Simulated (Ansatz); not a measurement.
Computed with Ansatz on PBE0-D4/def2-TZVP structures; ΔE is electronic, products minus reactants. CCSD(T)/CBS is the MP2 limit (def2-TZVPP, def2-QZVPP) plus CCSD(T) − MP2 in def2-TZVPP, frozen cores. This one scheme is used for every species. Functionals use def2-TZVPP. HSE06 is defined as in plane-wave codes. For Ge outer-core shells are correlated without core-valence functions, which leaves a few kJ/mol of doubt a bond. Scalar relativity is left out up to krypton. One conformer a species, not always the lowest.

Consider the silylene loss: `[SiH3][GeH2][GeH2][SiH2][GeH3]` → `[GeH3][SiH2][GeH2][GeH3]` + `[SiH2]`.

`[SiH3][GeH2][GeH2][SiH2][GeH3]`:

Z-matrix (Å, degrees):
```
Si
Ge 1 2.378
H 1 1.487 2 109.3
H 1 1.487 2 109.6 3 118.9
H 1 1.487 2 111.5 3 -120.4
Ge 2 2.428 1 109.7 3 -59.0
H 2 1.540 1 110.6 3 179.0
H 2 1.541 1 109.7 3 60.2
Si 6 2.379 2 108.5 1 48.3
H 6 1.541 2 109.5 1 -72.6
H 6 1.540 2 109.9 1 168.8
Ge 9 2.379 6 109.4 2 50.7
H 9 1.489 6 111.2 2 172.4
H 9 1.489 6 108.7 2 -68.4
H 12 1.538 9 111.6 6 180.0
H 12 1.538 9 110.2 6 59.3
H 12 1.539 9 109.8 6 -59.7
```

`[GeH3][SiH2][GeH2][GeH3]`:

Cartesian coordinates in Å:
```
Ge -1.267 0.076 -2.035
Si -1.491 -0.733 0.191
Ge 0.661 -0.945 1.184
Ge 1.858 1.157 1.029
H -0.351 -0.854 -2.849
H -2.630 0.162 -2.743
H -0.636 1.479 -2.020
H -2.199 -2.042 0.186
H -2.298 0.234 0.985
H 1.463 -2.032 0.443
H 0.545 -1.367 2.661
H 2.081 1.521 -0.448
H 3.225 1.066 1.726
H 1.040 2.279 1.689
```

`[SiH2]`:

```xyz
3

Si    0.479    0.508    0.139
H    -0.681    0.373   -0.843
H     0.202   -0.881    0.705
```

**Question.** Is it downhill or uphill in electronic energy at CCSD(T)/CBS, and by how much? (Best estimate.)

**Answer.** Ansatz gave: Uphill: ΔE = +262.5 kJ/mol.

**Question.** What do these levels give: revPBE-D4, HSE06-D4, r2SCANh, r2SCAN0, HF/def2-SVP, HF/CBS(def2)? (Estimate.)

**Answer.** Ansatz gave: revPBE-D4 265.2, HSE06-D4 278.2, r2SCANh 279.0, r2SCAN0 279.5, HF/def2-SVP 224.8, HF/CBS(def2) 227.7 kJ/mol.

Largest T1 diagnostic among the species: 0.014.

In def2-TZVPP, CCSD(T) changes the Hartree–Fock value by +26.2 kJ/mol (the triples alone add +6.2 kJ/mol) and MP2 by +45.2 kJ/mol. At CCSD(T), def2-SVP lies −20.0 kJ/mol from the extrapolated value and def2-TZVPP −7.8 kJ/mol. From PBE to PBE0 (25 % exact exchange), in def2-TZVPP and without D4, ΔE moves by +7.4 kJ/mol.
